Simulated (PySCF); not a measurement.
C₄H₇FO, SMILES CO[C@@H]1C[C@@H]1F.

The structure is a stationary point at PBE-D3(BJ)/def2-SVP. The structure was generated by enumeration; whether it is a known compound was not checked. One conformer was computed; it need not be the lowest.

Method: PBE-D3(BJ)/def2-SVP in PySCF.

No scaling factor is applied to the harmonic values.

| mode | ν (cm⁻¹) | IR (km/mol) | moving atoms (share of kinetic energy) |
|---|---|---|---|
| 1 | 104 | 3.2 | C 34 %, H 29 %, O 26 %, F 11 % |
| 2 | 162 | 0.5 | F 39 %, C 29 %, H 20 %, O 12 % |
| 3 | 205 | 1.3 | H 84 %, C 13 % |
| 4 | 289 | 1.7 | C 33 %, O 27 %, H 25 %, F 14 % |
| 5 | 365 | 2.0 | C 31 %, H 31 %, F 23 %, O 14 % |
| 6 | 479 | 7.3 | H 41 %, C 33 %, O 19 % |
| 7 | 623 | 8.2 | C 67 %, H 16 %, F 11 % |
| 8 | 735 | 2.8 | H 44 %, C 43 % |
| 9 | 783 | 9.7 | H 69 %, C 30 % |
| 10 | 857 | 37.4 | C 41 %, H 33 %, O 13 %, F 13 % |
| 11 | 953 | 6.1 | H 75 %, C 21 % |
| 12 | 1021 | 16.7 | C 53 %, H 39 % |
| 13 | 1022 | 25.2 | C 73 %, O 14 %, H 13 % |
| 14 | 1066 | 7.8 | H 63 %, C 31 % |
| 15 | 1072 | 13.5 | H 63 %, C 31 % |
| 16 | 1123 | 27.7 | H 46 %, C 45 % |
| 17 | 1139 | 15.3 | H 68 %, C 23 %, O 9 % |
| 18 | 1148 | 46.3 | H 50 %, C 32 %, O 13 % |
| 19 | 1188 | 33.4 | H 54 %, C 28 %, O 11 % |
| 20 | 1235 | 62.6 | H 51 %, C 23 %, O 23 % |
| 21 | 1319 | 61.1 | H 68 %, C 30 % |
| 22 | 1333 | 8.9 | H 84 %, C 16 % |
| 23 | 1403 | 9.9 | H 90 %, C 9 % |
| 24 | 1410 | 6.4 | H 85 %, C 14 % |
| 25 | 1427 | 26.1 | H 85 %, C 14 % |
| 26 | 1452 | 21.0 | C 50 %, H 48 % |
| 27 | 2902 | 63.8 | H 97 % |
| 28 | 2965 | 58.0 | H 90 %, C 10 % |
| 29 | 2990 | 31.2 | H 92 %, C 8 % |
| 30 | 3063 | 1.8 | H 95 % |
| 31 | 3069 | 20.6 | H 91 %, C 9 % |
| 32 | 3074 | 21.8 | H 92 %, C 8 % |
| 33 | 3167 | 3.3 | H 89 %, C 11 % |
